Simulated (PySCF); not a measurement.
## Spin states of HgP⁺

Unrestricted PBE0; Hg def2-SVPD with ECP60, P def2-SVPD; scalar-relativistic core potentials (PySCF 2.14). Outer shells of the fragments: Hg+ 5d10 6s1; P 3s2 3p3.

Followed along the bond (rough minima from three points):

| 2Ms+1 | unpaired | ⟨S²⟩ at the start | R at minimum (Å) | Te (eV) |
| --- | --- | --- | --- | --- |
| 3 | π ↑↑ | 2.02 | 2.47 | 0.00 |
| 1 | π ↑↓ | 1.01 | 2.46 | 0.38 |
| 5 | σ ↑↑, π ↑↑ | 6.00 | none in the scan | ≤ 2.21 |

Solutions found at the starting distance of 2.540 Å, counted from the lowest of them; the search is not exhaustive and high or unbound solutions are not listed, so other states can lie among these:

```
2Ms+1    unpaired   term  E (eV)  ⟨S²⟩  ⟨Lz²⟩  μ (D)
    3        π ↑↑    ³Σ⁻    0.00  2.02   0.00   2.24
    1        π ↑↓  mixed    0.39  1.01   2.02   2.24
    1        none  mixed    1.64  0.00   2.00   2.22
    3    σ ↑, π ↑     ³Π    1.89  2.01   1.01   5.55
    1    σ ↓, π ↑  mixed    2.07  1.01   1.01   5.43
    5  σ ↑↑, π ↑↑    ⁵Σ⁻    2.44  6.00   0.00   2.72
    3  σ ↑↑, π ↑↓  mixed    3.24  3.02   2.02   2.60
    1  σ ↓↓, π ↑↑  mixed    3.28  2.02   0.00   2.55
    3    σ ↑, π ↑     ³Π    3.87  2.01   1.01  -0.26
    1    σ ↓, π ↑  mixed    4.05  1.02   1.01  -0.23
```

A term symbol is given only where ⟨S²⟩ and ⟨Lz²⟩ are close to those of a pure state; real π, δ and φ orbitals otherwise mix terms. A positive dipole points towards P; it is taken about the centre of mass and depends on that origin.

Spin–orbit coupling is left out. Counting both spins, an empty level lies below a filled one in some of these solutions, because spin and occupation are held.
